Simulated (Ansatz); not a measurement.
Consider the redistribution: `N[Si](N)([AlH2])[SiH3]` + `CBO` → `N[Si](O)([AlH2])[SiH3]` + `CBN`.

Program: Ansatz. Geometries: PBE0-D4/def2-TZVP. ΔE: electronic, gas phase. CCSD(T)/CBS is the MP2 limit (def2-TZVPP, def2-QZVPP) plus CCSD(T) − MP2 in def2-TZVPP, frozen cores. DFT in def2-TZVPP. B3LYP here is the variant with VWN-RPA as its local correlation; programs differ in this. Each species was taken in one conformer, which may not be the lowest.

`N[Si](N)([AlH2])[SiH3]`:

Cartesian coordinates in Å:
```
N -0.593 1.764 0.626
Si -0.280 0.234 -0.122
N -0.759 0.375 -1.772
Al -1.449 -1.765 0.752
Si 2.042 -0.066 0.193
H -1.536 2.118 0.677
H -0.051 2.056 1.423
H -1.118 -0.420 -2.274
H -0.330 1.047 -2.389
H -2.190 -2.797 -0.216
H -1.464 -2.085 2.313
H 2.852 0.850 -0.661
H 2.421 -1.465 -0.163
H 2.455 0.153 1.612
```

`CBO`:

```xyz
8

C    -0.418    0.108    0.909
B     0.246    0.161   -0.500
O     0.479   -0.994   -1.171
H    -0.645   -0.906    1.243
H    -1.343    0.696    0.914
H     0.232    0.586    1.651
H     0.560    1.206   -1.017
H     0.889   -0.856   -2.028
```

`N[Si](O)([AlH2])[SiH3]`:

```xyz
13

N    -0.040    0.189   -1.784
Si   -0.211   -0.341   -0.152
O    -1.369   -1.514    0.113
Al    2.061   -1.060    0.491
Si   -1.026    1.498    1.050
H     0.523   -0.314   -2.451
H    -0.749    0.738   -2.246
H    -1.243   -2.358   -0.325
H     2.861   -2.088   -0.434
H     2.792   -0.518    1.795
H     0.038    2.535    1.154
H    -1.438    1.117    2.428
H    -2.198    2.115    0.363
```

`CBN`:

Z-matrix (Å, degrees):
```
C
B 1 1.568
H 1 1.095 2 110.4
H 1 1.096 2 110.3 3 116.2
H 1 1.094 2 114.3 3 -121.9
N 2 1.392 1 122.0 3 122.1
H 2 1.202 1 121.0 3 -57.9
H 6 1.005 2 123.2 1 180.0
H 6 1.007 2 123.1 1 -0.0
```

| level | ΔE (kJ/mol) |
| --- | --- |
| ωB97X-V | -42.9 |
| B3LYP | -44.6 |
| HF/def2-TZVPP | -42.2 |
| HF/CBS(def2) | -41.4 |

**Question.** What does CCSD(T)/CBS give? (Estimate.)

**Answer.** Computed: -41.1 kJ/mol. The listed levels differ from it by -1.8, -3.5, -1.1, -0.3 kJ/mol.

Largest T1 diagnostic among the species: 0.013.
